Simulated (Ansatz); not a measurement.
CH$_{8}$O$_{2}$Si$_{2}$, SMILES `C[SiH2]O[SiH2]O` at its PBE0-D4/def2-TZVP geometry, where that method's forces vanish. Charge 0, multiplicity 1.

```xyz
13

C     1.1384    1.4332    0.6723
Si   -0.0769    0.2282    1.4007
O    -1.0393   -0.4246    0.2385
Si   -1.0773   -0.8230   -1.3391
O     0.2403   -1.6894   -1.7956
H     1.7911    0.9391   -0.0519
H     1.7673    1.8593    1.4589
H     0.6254    2.2552    0.1675
H    -0.9654    0.9016    2.3826
H     0.6455   -0.8748    2.0912
H    -1.0332    0.3964   -2.1761
H    -2.3216   -1.6024   -1.5474
H     0.3057   -2.5988   -1.5017
```

What forces (eV/Å) does ωB97M-V/def2-TZVPP give on these atoms in Ansatz? (Best estimate.)

Ansatz gave: 
```
C1   0.014  0.018 -0.016
Si2  0.054  0.020  0.265
O3  -0.040 -0.009  0.021
Si4 -0.244  0.085 -0.208
O5   0.068 -0.086  0.000
H6  -0.040  0.035  0.046
H7  -0.042 -0.030 -0.057
H8   0.037 -0.055  0.033
H9   0.105 -0.073 -0.110
H10 -0.075  0.122 -0.078
H11  0.000 -0.136  0.100
H12  0.150  0.090  0.021
H13  0.016  0.021 -0.017
```
